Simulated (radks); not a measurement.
The numbers below are computed, except where a source is named.
The mean radii <r> (bohr) of the occupied orbitals of an atom or ion are listed with their occupations. Code: a radial shooting solver on a logarithmic mesh with Libxc functionals. Model: Dirac Kohn-Sham, PBE, spin-unpolarised, spherical densities, finite nucleus; Fermi nuclear charge, rms radius of each element as measured or else 0.836 A^(1/3) + 0.57 fm.

orbital  occ.      <r>
1s1/2       2  0.02037
2s1/2       2  0.08518
2p1/2       2  0.07086
2p3/2       4  0.07794
3s1/2       2   0.2101
3p1/2       2   0.1985
3p3/2       4   0.2095
3d3/2       1   0.1808

Name the element and its charge. Open shells, if any, fill j = l - 1/2 first.

Answer. Z = 68, erbium, charge +49: Er49+ in [Ar] 3d1. The 1s radius gives Z: for a bare nucleus <r> = (2 gamma + 1)/(2Z) with gamma = sqrt(1 - (Z/c)^2), 0.02012 bohr for Z = 68, and screening makes it slightly larger (0.02037 here). The occupations add up to 19, and the charge is Z minus that.
